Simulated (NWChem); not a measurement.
TeClF; SMILES Cl[Te]F

Computed with NWChem. Geometry: optimised at PBE0/def2-SVP. def2 effective core potentials on Te; no spin-orbit coupling. Ions are spin-unrestricted doublets at the neutral geometry; other ion states weren't tried. Functional: LC-ωPBE (HJS hole) with def2-SVP; rows give the range parameter ω in 1/bohr.

At which range parameter does −ε(HOMO) equal the ΔSCF ionisation energy (optimal tuning)?

about 0.44 per bohr, by linear interpolation in these runs:
```tsv
range parameter (1/bohr)	vertical ionisation energy, ΔSCF (eV)	−ε(HOMO) (eV)	ΔSCF minus −ε(HOMO) (eV)
0.10	8.72	6.78	1.94
0.25	8.97	8.37	0.60
0.30	9.08	8.73	0.35
0.35	9.17	9.03	0.14
0.80	9.62	10.19	-0.57
```
